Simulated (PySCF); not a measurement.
# Correlation energy of V⁺ (vanadium, charge +1)

[Ar] 3d3 4s1, high-spin 5F determinant (an excited configuration). Computed with PySCF 2.14 in aug-cc-pVDZ (7s6p4d2f, 59 functions), with the non-relativistic Hamiltonian (point nucleus). Frozen: [Ar]; 4 electrons correlated.

MP2 pair energies summed by pair of shells (mhartree):

```tsv
pair	energy	share (%)
3d-3d	-13.88	66.0
3d-4s	-7.15	34.0
```

Total MP2 correlation energy: -21.03 mhartree.

Same-spin part -21.03 and opposite-spin part 0.00 mhartree; SCS-MP2 scales them by 1/3 and 6/5 to -7.01 mhartree.
